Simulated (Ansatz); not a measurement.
Relaxation of Cd10H28S10 with RKS r2SCAN-D4/def2-SVP.

```sh
$ ansatz run in.yaml --threads 4 --pin off --events-out ev --progress --plain --max-ram 66560MiB --backend cuda --devices 0, --max-vram 37GiB
```

```yaml
crystal:
  periodic: [false, false, false]
  atoms:
    - {symbol: Cd, position_ang: [-5.181250, 1.562810, -0.631380]}
    - {symbol: Cd, position_ang: [-2.636900, -3.754880, 3.432920]}
    - {symbol: Cd, position_ang: [2.078710, -3.755820, -0.980330]}
    - {symbol: Cd, position_ang: [-1.722030, 2.563010, -3.462230]}
    - {symbol: Cd, position_ang: [2.899740, -1.766250, -3.499740]}
    - {symbol: Cd, position_ang: [-0.613500, -0.227140, -0.351890]}
    - {symbol: Cd, position_ang: [-0.728430, 2.536340, 2.937540]}
    - {symbol: Cd, position_ang: [2.161600, -0.445250, 2.500860]}
    - {symbol: Cd, position_ang: [2.746970, 2.061260, -0.406400]}
    - {symbol: Cd, position_ang: [5.501360, -0.722160, 0.188100]}
    - {symbol: S, position_ang: [-2.470020, -1.557950, 1.412570]}
    - {symbol: S, position_ang: [-2.576490, 1.006340, -1.696260]}
    - {symbol: S, position_ang: [-3.369210, 2.881650, 1.376210]}
    - {symbol: S, position_ang: [0.333290, -1.727050, -2.098560]}
    - {symbol: S, position_ang: [0.024840, -2.363400, 3.707900]}
    - {symbol: S, position_ang: [3.036360, -2.195180, 0.870950]}
    - {symbol: S, position_ang: [0.338900, 0.963020, -4.383000]}
    - {symbol: S, position_ang: [0.207890, 3.557170, -1.674150]}
    - {symbol: S, position_ang: [3.564700, 0.164520, -1.905120]}
    - {symbol: S, position_ang: [0.768330, 1.161480, 1.007620]}
    - {symbol: H, position_ang: [-5.663760, 2.910870, -1.459090]}
    - {symbol: H, position_ang: [-5.422050, 0.157490, 0.227620]}
    - {symbol: H, position_ang: [-3.457660, -2.925490, 4.604850]}
    - {symbol: H, position_ang: [-2.140690, -4.999790, 2.477040]}
    - {symbol: H, position_ang: [3.191820, -3.279790, -2.439680]}
    - {symbol: H, position_ang: [1.265120, -5.127180, -0.639800]}
    - {symbol: H, position_ang: [-2.243450, 3.667300, -4.519470]}
    - {symbol: H, position_ang: [2.768380, -1.581950, -5.116430]}
    - {symbol: H, position_ang: [-1.422850, 1.300880, 3.829200]}
    - {symbol: H, position_ang: [-0.253430, 4.114900, 2.757080]}
    - {symbol: H, position_ang: [2.767220, -0.055100, 3.970630]}
    - {symbol: H, position_ang: [3.497430, 3.493010, -0.170450]}
    - {symbol: H, position_ang: [6.413210, -1.850140, -0.602040]}
    - {symbol: H, position_ang: [5.369080, 0.579310, 1.250040]}
    - {symbol: H, position_ang: [-3.657310, -1.159500, 1.003480]}
    - {symbol: H, position_ang: [-2.367540, -0.594780, 2.302070]}
    - {symbol: H, position_ang: [-2.886770, -0.014400, -2.476930]}
    - {symbol: H, position_ang: [-4.139170, 2.906240, 2.440800]}
    - {symbol: H, position_ang: [-3.462940, 4.178250, 1.183680]}
    - {symbol: H, position_ang: [-0.731160, -2.351760, -2.577290]}
    - {symbol: H, position_ang: [0.821200, -3.241110, 4.278990]}
    - {symbol: H, position_ang: [-0.137260, -1.671930, 4.814330]}
    - {symbol: H, position_ang: [3.378270, -3.106300, 1.769740]}
    - {symbol: H, position_ang: [0.298260, -0.025470, -3.480360]}
    - {symbol: H, position_ang: [-0.213670, 0.222740, -5.322790]}
    - {symbol: H, position_ang: [-0.101220, 4.718370, -1.135220]}
    - {symbol: H, position_ang: [-0.112490, 2.871620, -0.591870]}
    - {symbol: H, position_ang: [4.278560, 0.921210, -2.723730]}
basis:
  gaussian: {orbitals: def2-SVP, fitting: {mean_field: def2-universal-jkfit}}
hamiltonian: {xc: r2scan, dispersion: d4}
scf: {lower_state_search: "off"}
output: {orbitals: {seedname: orbitals}}
relax: {f_tol: 0.03, max_steps: 70}
```

Run time 6.7 min (4 threads of AMD EPYC 7R13 on a shared host and a share (37 GiB) of an NVIDIA H100 80GB HBM3), peak host memory 1.4 GiB.

Positions (Å) and forces (eV/Å) at steps 1, 2, 3, 4, 5 of 51:

```xyz
48
step=1 energy=-154429.9510 eV
Cd   -5.181    1.563   -0.631   -0.419    0.066    0.049
Cd   -2.637   -3.755    3.433   -0.297   -0.431    0.301
Cd    2.079   -3.756   -0.980    0.410    0.465   -0.542
Cd   -1.722    2.563   -3.462    0.186   -0.267    0.187
Cd    2.900   -1.766   -3.500    0.163   -0.614    0.590
Cd   -0.614   -0.227   -0.352   -0.486   -0.249   -0.161
Cd   -0.728    2.536    2.938    0.034    0.121    0.314
Cd    2.162   -0.445    2.501   -0.095    0.034   -0.340
Cd    2.747    2.061   -0.406    0.038   -0.393    0.212
Cd    5.501   -0.722    0.188    0.222    0.190    0.190
S    -2.470   -1.558    1.413    1.185   -0.985   -0.668
S    -2.576    1.006   -1.696    0.342    0.287    0.819
S    -3.369    2.882    1.376    0.688   -1.082   -0.739
S     0.333   -1.727   -2.099    0.522    0.212    0.442
S     0.025   -2.363    3.708   -0.435    0.240   -1.356
S     3.036   -2.195    0.871   -0.222    0.584   -0.594
S     0.339    0.963   -4.383    0.547    1.489   -0.101
S     0.208    3.557   -1.674    0.474   -0.293   -1.352
S     3.565    0.165   -1.905   -0.533   -0.443    0.592
S     0.768    1.161    1.008    0.180    0.010    0.114
H    -5.664    2.911   -1.459    0.061    0.434   -0.314
H    -5.422    0.157    0.228    0.225   -0.558    0.319
H    -3.458   -2.925    4.605   -0.133    0.453    0.264
H    -2.141   -5.000    2.477    0.295   -0.291   -0.428
H     3.192   -3.280   -2.440   -0.067    0.184    0.156
H     1.265   -5.127   -0.640   -0.391   -0.642    0.209
H    -2.243    3.667   -4.519   -0.281    0.595   -0.600
H     2.768   -1.582   -5.116   -0.079    0.147   -0.745
H    -1.423    1.301    3.829   -0.187   -0.636    0.020
H    -0.253    4.115    2.757    0.205    0.461   -0.268
H     2.767   -0.055    3.971    0.195    0.155    0.655
H     3.497    3.493   -0.170    0.296    0.628    0.058
H     6.413   -1.850   -0.602    0.133   -0.480   -0.386
H     5.369    0.579    1.250   -0.428    0.293    0.156
H    -3.657   -1.159    1.003   -1.164    0.465   -0.479
H    -2.368   -0.595    2.302    0.118    0.975    0.895
H    -2.887   -0.014   -2.477   -0.233   -0.673   -0.526
H    -4.139    2.906    2.441   -0.606   -0.002    0.906
H    -3.463    4.178    1.184   -0.086    1.079   -0.179
H    -0.731   -2.352   -2.577   -0.627   -0.455   -0.282
H     0.821   -3.241    4.279    0.641   -0.721    0.398
H    -0.137   -1.672    4.814   -0.131    0.618    0.907
H     3.378   -3.106    1.770    0.239   -0.523    0.486
H     0.298   -0.025   -3.480    0.016   -0.778    0.647
H    -0.214    0.223   -5.323   -0.463   -0.493   -0.707
H    -0.101    4.718   -1.135   -0.234    0.941    0.350
H    -0.112    2.872   -0.592   -0.242   -0.556    1.023
H     4.279    0.921   -2.724    0.426    0.441   -0.494
48
step=2 energy=-154430.8931 eV
Cd   -5.310    1.537   -0.609   -0.068   -0.040    0.022
Cd   -2.727   -3.907    3.509   -0.031    0.000    0.015
Cd    2.087   -3.798   -1.035   -0.112   -0.033   -0.017
Cd   -1.784    2.579   -3.513    0.039   -0.034    0.150
Cd    2.934   -1.866   -3.506   -0.019   -0.113   -0.039
Cd   -0.666   -0.276   -0.335    0.000    0.049   -0.075
Cd   -0.699    2.547    3.040   -0.030   -0.044    0.028
Cd    2.228   -0.404    2.561    0.006    0.037   -0.035
Cd    2.862    2.067   -0.271    0.046   -0.089    0.175
Cd    5.576   -0.706    0.208   -0.072    0.053    0.006
S    -2.427   -1.425    1.346    0.274   -0.610    0.159
S    -2.563    0.955   -1.678    0.004    0.333   -0.003
S    -3.384    2.868    1.349    0.249   -0.455   -0.233
S     0.291   -1.802   -2.051    0.324    0.056   -0.065
S     0.037   -2.292    3.682   -0.208    0.051   -0.509
S     3.005   -2.156    0.830   -0.059    0.179   -0.065
S     0.376    1.038   -4.416    0.120    0.427    0.004
S     0.158    3.543   -1.687    0.155   -0.075   -0.289
S     3.512    0.127   -1.856   -0.205   -0.093    0.154
S     0.783    1.113    1.021    0.233    0.156    0.020
H    -5.643    2.945   -1.506    0.030   -0.204    0.093
H    -5.332    0.056    0.279    0.062    0.162   -0.090
H    -3.477   -2.874    4.639    0.110   -0.142   -0.178
H    -2.108   -5.063    2.432   -0.079    0.145    0.156
H     3.242   -3.263   -2.374    0.084    0.021    0.009
H     1.237   -5.198   -0.631    0.029   -0.033    0.034
H    -2.303    3.727   -4.613   -0.046    0.006   -0.056
H     2.772   -1.597   -5.168    0.005    0.036    0.053
H    -1.412    1.136    3.761    0.097    0.116   -0.155
H    -0.201    4.145    2.697   -0.044   -0.204    0.057
H     2.799   -0.019    4.099    0.019    0.002    0.056
H     3.581    3.581   -0.113   -0.005    0.006   -0.016
H     6.389   -1.918   -0.672   -0.075    0.148    0.118
H     5.177    0.629    1.245   -0.103   -0.166   -0.182
H    -3.651   -1.044    0.939   -0.483    0.312   -0.286
H    -2.378   -0.517    2.341    0.108    0.332    0.251
H    -2.925   -0.041   -2.501   -0.072   -0.269   -0.152
H    -4.109    2.889    2.474   -0.178    0.028    0.315
H    -3.481    4.189    1.167   -0.057    0.406   -0.051
H    -0.752   -2.459   -2.580   -0.239   -0.176   -0.060
H     0.815   -3.237    4.228    0.217   -0.208    0.120
H    -0.117   -1.628    4.833   -0.021    0.201    0.335
H     3.420   -3.080    1.713    0.087   -0.176    0.125
H     0.362   -0.001   -3.529    0.001   -0.230    0.205
H    -0.266    0.324   -5.354   -0.129   -0.134   -0.225
H    -0.101    4.768   -1.203   -0.065    0.283    0.042
H    -0.074    2.930   -0.502   -0.036   -0.170    0.277
H     4.247    0.877   -2.691    0.136    0.154   -0.197
48
step=3 energy=-154431.0749 eV
Cd   -5.316    1.504   -0.595    0.011   -0.020   -0.007
Cd   -2.735   -3.914    3.509   -0.036    0.017    0.030
Cd    2.070   -3.805   -1.029   -0.097   -0.018    0.021
Cd   -1.772    2.607   -3.496    0.061   -0.017    0.034
Cd    2.938   -1.900   -3.495   -0.001   -0.080   -0.067
Cd   -0.677   -0.282   -0.335    0.037   -0.016    0.030
Cd   -0.695    2.503    3.028    0.017   -0.022   -0.027
Cd    2.239   -0.390    2.578   -0.010    0.019    0.005
Cd    2.912    2.049   -0.218    0.107   -0.045    0.142
Cd    5.497   -0.688    0.190   -0.084   -0.042   -0.068
S    -2.459   -1.448    1.391   -0.244    0.313   -0.139
S    -2.572    0.960   -1.700   -0.009   -0.004    0.041
S    -3.376    2.849    1.363    0.035   -0.113   -0.056
S     0.295   -1.801   -2.071    0.027   -0.076   -0.079
S    -0.003   -2.281    3.663    0.038    0.035   -0.077
S     2.987   -2.160    0.852   -0.034   -0.024    0.014
S     0.375    1.068   -4.418    0.043    0.095   -0.003
S     0.198    3.553   -1.670   -0.022    0.041   -0.066
S     3.484    0.135   -1.868   -0.114    0.000   -0.032
S     0.805    1.109    1.011    0.146    0.078    0.012
H    -5.645    2.895   -1.500   -0.016   -0.121    0.067
H    -5.294    0.035    0.292    0.072    0.062   -0.031
H    -3.474   -2.875    4.621    0.034   -0.085   -0.063
H    -2.112   -5.062    2.442   -0.036    0.055    0.070
H     3.266   -3.271   -2.340    0.049    0.022   -0.002
H     1.244   -5.219   -0.607    0.038    0.023    0.005
H    -2.312    3.732   -4.619   -0.013   -0.016    0.022
H     2.775   -1.593   -5.152    0.011    0.011    0.075
H    -1.401    1.081    3.704    0.026    0.020   -0.097
H    -0.197    4.094    2.699   -0.023   -0.110    0.068
H     2.808   -0.013    4.124   -0.013   -0.017   -0.003
H     3.609    3.580   -0.092   -0.007   -0.028   -0.009
H     6.340   -1.889   -0.662   -0.015    0.112    0.098
H     5.035    0.633    1.198   -0.143    0.007   -0.064
H    -3.598   -0.878    0.851    0.118   -0.080    0.106
H    -2.310   -0.447    2.311    0.067   -0.034    0.004
H    -2.917   -0.091   -2.478    0.004    0.011   -0.053
H    -4.091    2.888    2.506   -0.028    0.012    0.078
H    -3.501    4.175    1.151   -0.016    0.079   -0.011
H    -0.767   -2.506   -2.524    0.012   -0.024    0.009
H     0.837   -3.205    4.181    0.013   -0.005   -0.018
H    -0.100   -1.601    4.826   -0.015    0.030    0.048
H     3.443   -3.108    1.701    0.022   -0.004    0.015
H     0.366    0.014   -3.533   -0.009   -0.050    0.028
H    -0.254    0.352   -5.375   -0.026   -0.004   -0.043
H    -0.120    4.790   -1.226   -0.009    0.013   -0.016
H    -0.051    2.945   -0.474    0.022   -0.031    0.065
H     4.225    0.878   -2.717    0.013    0.032   -0.056
48
step=4 energy=-154431.2305 eV
Cd   -5.293    1.460   -0.581    0.032    0.012   -0.017
Cd   -2.752   -3.915    3.523   -0.003    0.037   -0.015
Cd    2.051   -3.813   -1.029   -0.057   -0.024    0.019
Cd   -1.749    2.594   -3.471    0.036    0.038    0.028
Cd    2.944   -1.942   -3.501    0.017   -0.070   -0.053
Cd   -0.628   -0.287   -0.338    0.003   -0.027    0.063
Cd   -0.686    2.451    3.008    0.034   -0.008   -0.039
Cd    2.251   -0.392    2.595   -0.015    0.048    0.032
Cd    3.003    2.021   -0.164    0.179   -0.047    0.152
Cd    5.383   -0.651    0.171   -0.067   -0.132   -0.134
S    -2.497   -1.361    1.367   -0.157    0.294    0.006
S    -2.552    0.941   -1.682   -0.014   -0.027   -0.118
S    -3.385    2.828    1.371   -0.031    0.049    0.040
S     0.308   -1.817   -2.098   -0.075   -0.101   -0.052
S     0.014   -2.243    3.637    0.013    0.002    0.080
S     2.958   -2.184    0.873    0.005   -0.062    0.061
S     0.396    1.083   -4.423   -0.009   -0.070    0.025
S     0.205    3.568   -1.666   -0.016    0.065    0.074
S     3.434    0.145   -1.913   -0.070    0.058   -0.097
S     0.861    1.115    1.005    0.012   -0.010   -0.006
H    -5.654    2.837   -1.482   -0.042   -0.068    0.024
H    -5.221    0.002    0.309    0.053   -0.020    0.021
H    -3.490   -2.887    4.631    0.002   -0.012    0.003
H    -2.124   -5.058    2.464   -0.004    0.014    0.014
H     3.283   -3.282   -2.318    0.030    0.025   -0.009
H     1.246   -5.234   -0.594    0.022    0.017   -0.009
H    -2.311    3.713   -4.593   -0.010   -0.026    0.026
H     2.782   -1.596   -5.148    0.016   -0.012    0.047
H    -1.399    1.018    3.636   -0.014   -0.044   -0.060
H    -0.190    4.043    2.724   -0.009   -0.038    0.061
H     2.810   -0.025    4.147    0.010   -0.014   -0.009
H     3.663    3.570   -0.069   -0.001   -0.009   -0.024
H     6.294   -1.829   -0.632    0.017    0.104    0.096
H     4.851    0.670    1.145   -0.217    0.134   -0.010
H    -3.640   -0.757    0.850    0.147   -0.073    0.076
H    -2.292   -0.370    2.299    0.043   -0.109   -0.068
H    -2.899   -0.079   -2.507    0.042    0.061    0.066
H    -4.079    2.886    2.532    0.037   -0.004   -0.034
H    -3.512    4.158    1.147    0.001   -0.063    0.003
H    -0.757   -2.545   -2.517    0.076    0.041    0.047
H     0.851   -3.181    4.142   -0.048    0.064   -0.050
H    -0.098   -1.590    4.819    0.004   -0.035   -0.075
H     3.461   -3.119    1.715   -0.012    0.042   -0.059
H     0.372    0.017   -3.545    0.013    0.037   -0.066
H    -0.250    0.384   -5.387    0.017    0.045    0.027
H    -0.137    4.806   -1.234   -0.006   -0.080   -0.030
H    -0.022    2.961   -0.459    0.059    0.036   -0.049
H     4.191    0.884   -2.758   -0.041   -0.039   -0.007
48
step=5 energy=-154431.3811 eV
Cd   -5.270    1.433   -0.576    0.029    0.007   -0.012
Cd   -2.756   -3.896    3.517    0.009    0.016   -0.012
Cd    2.040   -3.816   -1.028   -0.046   -0.014   -0.008
Cd   -1.719    2.612   -3.459    0.044    0.029    0.014
Cd    2.950   -1.975   -3.510    0.025   -0.033   -0.018
Cd   -0.613   -0.298   -0.334   -0.003   -0.002    0.050
Cd   -0.675    2.419    2.992    0.026   -0.007   -0.051
Cd    2.250   -0.385    2.611   -0.069    0.067    0.037
Cd    3.100    1.973   -0.081    0.225   -0.010    0.137
Cd    5.283   -0.623    0.143   -0.056   -0.231   -0.211
S    -2.504   -1.324    1.372   -0.035    0.155    0.027
S    -2.529    0.945   -1.690   -0.030   -0.076   -0.074
S    -3.385    2.819    1.375   -0.043    0.094    0.066
S     0.310   -1.834   -2.105   -0.086   -0.083   -0.028
S     0.004   -2.224    3.620    0.033    0.011    0.122
S     2.927   -2.192    0.889    0.057   -0.086    0.061
S     0.410    1.087   -4.420   -0.013   -0.129    0.012
S     0.227    3.582   -1.663   -0.014    0.079    0.085
S     3.372    0.161   -1.954   -0.016    0.028   -0.137
S     0.889    1.112    0.995   -0.041   -0.035    0.046
H    -5.680    2.794   -1.473   -0.038   -0.039    0.004
H    -5.167   -0.016    0.324    0.051   -0.042    0.032
H    -3.492   -2.883    4.634   -0.022    0.029    0.027
H    -2.125   -5.042    2.467    0.006   -0.001   -0.021
H     3.299   -3.287   -2.302    0.014    0.016   -0.001
H     1.249   -5.243   -0.594    0.015    0.000   -0.006
H    -2.316    3.712   -4.583    0.005   -0.019    0.031
H     2.793   -1.609   -5.149    0.013   -0.028    0.019
H    -1.404    0.976    3.577   -0.025   -0.073   -0.036
H    -0.187    4.020    2.761    0.007   -0.018    0.056
H     2.822   -0.030    4.161    0.021   -0.018   -0.011
H     3.696    3.555   -0.061   -0.012   -0.002   -0.028
H     6.295   -1.768   -0.587   -0.017    0.149    0.123
H     4.673    0.712    1.076   -0.242    0.190    0.026
H    -3.646   -0.708    0.869    0.074   -0.012    0.035
H    -2.263   -0.348    2.313    0.026   -0.055   -0.060
H    -2.878   -0.078   -2.512    0.050    0.091    0.070
H    -4.068    2.884    2.543    0.053   -0.010   -0.070
H    -3.517    4.148    1.143    0.005   -0.094    0.008
H    -0.761   -2.567   -2.504    0.073    0.033    0.046
H     0.844   -3.166    4.114   -0.056    0.065   -0.052
H    -0.107   -1.585    4.812    0.001   -0.047   -0.100
H     3.471   -3.125    1.710   -0.025    0.064   -0.075
H     0.383    0.007   -3.558    0.009    0.082   -0.081
H    -0.251    0.407   -5.390    0.028    0.063    0.047
H    -0.155    4.812   -1.239   -0.007   -0.095   -0.021
H     0.023    2.973   -0.452    0.069    0.040   -0.083
H     4.159    0.877   -2.794   -0.072   -0.050    0.014
```

In the def2 sets Cd takes a core potential; there is no spin–orbit coupling. Single mean-field runs in def2-SVP are fitted with def2-universal-jkfit.
